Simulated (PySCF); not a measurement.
Molfile (atoms numbered from 1):
```
C5H2F2
     RDKit          3D

  9  9  0  0  0  0  0  0  0  0999 V2000
    2.1791    0.7967   -0.1283 C   0  0  0  0  0  0  0  0  0  0  0  0
    1.1134    0.2347   -0.2397 C   0  0  0  0  0  0  0  0  0  0  0  0
   -0.1744   -0.4247   -0.3477 C   0  0  2  0  0  0  0  0  0  0  0  0
   -0.1501   -1.3638   -1.3468 F   0  0  0  0  0  0  0  0  0  0  0  0
   -1.4763    0.2887   -0.0868 C   0  0  0  0  0  0  0  0  0  0  0  0
   -1.0935   -0.6169    0.7608 C   0  0  0  0  0  0  0  0  0  0  0  0
   -1.3224   -1.2752    1.8557 F   0  0  0  0  0  0  0  0  0  0  0  0
    3.1268    1.2947   -0.0342 H   0  0  0  0  0  0  0  0  0  0  0  0
   -2.1509    1.0502   -0.4676 H   0  0  0  0  0  0  0  0  0  0  0  0
  1  2  3  0
  2  3  1  0
  3  4  1  6
  3  5  1  0
  5  6  2  0
  6  7  1  0
  6  3  1  0
  1  8  1  0
  5  9  1  0
M  END
```

Geometry: PBE0-D3(BJ)/def2-SVP; GIAO absolute shieldings from PySCF 2.14.0 with density-fitted response routines, gas phase, non-relativistic, averaged over equivalent atoms.

At PBE0/STO-3G (37 basis functions, 2.5 s wall time on 1 thread of an Arm Neoverse V1, shared host):
| atoms | σ (ppm) |
| --- | --- |
| C6 | 124.4 |
| C5 | 152.9 |
| C1 | 166.9 |
| C2 | 174.5 |
| C3 | 182.9 |
| F7 | 357.8 |
| F4 | 405.9 |
| H9 | 27.12 |
| H8 | 30.01 |

Question: Estimate the result of repeating the calculation with PBE0/aug-cc-pVDZ.

Answer: 
| atoms | σ at PBE0/aug-cc-pVDZ | change |
| --- | --- | --- |
| C6 | 51.4 | -73.0 |
| C5 | 107.1 | -45.8 |
| C1 | 125.3 | -41.6 |
| C2 | 120.0 | -54.5 |
| C3 | 128.1 | -54.8 |
| F7 | 326.1 | -31.7 |
| F4 | 320.3 | -85.6 |
| H9 | 25.49 | -1.63 |
| H8 | 29.04 | -0.97 |

The largest change is at F4 (fluorine on an sp3 carbon). Cost: 179 basis functions, 15 s wall time on 1 thread of an Arm Neoverse V1, shared host. The order of the carbon signals changes between the two levels.
